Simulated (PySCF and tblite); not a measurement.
The numbers below are computed, except where a source is named.
System: C2HF3O2, numbered as in [O:1]=[C:2]([OH:3])[C:4]([F:5])([F:6])[F:7].

For the shift of H on O3 from O3 to O1: electronic barrier 36.61 kcal/mol, zero-point change -2.93 kcal/mol, thermal and entropy terms at 200 K a further -0.31 kcal/mol (symmetry numbers apart). The minimum is Cs, the saddle Cs. Level: PBE0/pcSseg-1 + D3(BJ) on B3LYP-D3(BJ)/def2-SVP stationary points, with GFN2-xTB thermal terms. Rates follow Eyring's equation with the number of equivalent paths and no tunnelling. Programs: tblite and PySCF.

Problem. How many equivalent paths lead out of the minimum?

Solution. 1: the symmetry number of the minimum is 1, that of the saddle displaced along its mode 1.

Problem. Work out the rate at 200 K.

Solution. ΔG‡ = 33.37 kcal/mol; k_B T/h = 4.2×10¹² s⁻¹; exp(−ΔG‡/RT) = 3.4×10⁻³⁷; times 1 gives k = 1.4×10⁻²⁴ s⁻¹.

Tunnelling of the moving H, left out here, will speed the real process. In real samples such hydrogens mostly exchange between molecules or through solvent, far faster than by this path.
